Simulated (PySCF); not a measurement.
PySCF 2.14 output of an unrestricted PBE calculation on a single atom or ion in def2-TZVPPD (6s6p4d2f1g, 67 functions), with the non-relativistic Hamiltonian (point nucleus):

```
SCF conv_tol = 1e-09
number electrons alpha = 15  beta = 13
    J. P. Perdew, K. Burke, and M. Ernzerhof.,  Phys. Rev. Lett. 77, 3865 (1996)
    J. P. Perdew, K. Burke, and M. Ernzerhof.,  Phys. Rev. Lett. 78, 1396 (1997)
    J. P. Perdew, K. Burke, and M. Ernzerhof.,  Phys. Rev. Lett. 77, 3865 (1996)
    J. P. Perdew, K. Burke, and M. Ernzerhof.,  Phys. Rev. Lett. 78, 1396 (1997)
cycle= 1 E= -1507.99337617632  delta_E= -0.0123  |g|= 0.273  |ddm|= 0.369
cycle= 2 E= -1507.95171813023  delta_E= 0.0417  |g|= 0.578  |ddm|= 0.312
cycle= 3 E= -1508.00622027396  delta_E= -0.0545  |g|= 0.0151  |ddm|= 0.201
cycle= 4 E= -1508.00627255088  delta_E= -5.23e-05  |g|= 0.00219  |ddm|= 0.0149
cycle= 5 E= -1508.0062736991  delta_E= -1.15e-06  |g|= 8.73e-05  |ddm|= 0.00222
cycle= 6 E= -1508.0062737017  delta_E= -2.59e-09  |g|= 2.71e-06  |ddm|= 0.000143
cycle= 7 E= -1508.0062737017  delta_E= -3.18e-12  |g|= 6.22e-08  |ddm|= 8.51e-06
converged SCF energy = -1508.0062737017  <S^2> = 2.0025596  2S+1 = 3.0017059
```

The run itself started from symmetry-adapted Hartree-Fock orbitals and held the occupation by maximum overlap, on a logarithmic radial grid, so the iterations belong to that start.

Problem. Which element, charge and spin multiplicity is this?

Solution. Ni (nickel, neutral), multiplicity 3; the state was [Ar] 3d8 4s2, high-spin 3F determinant.
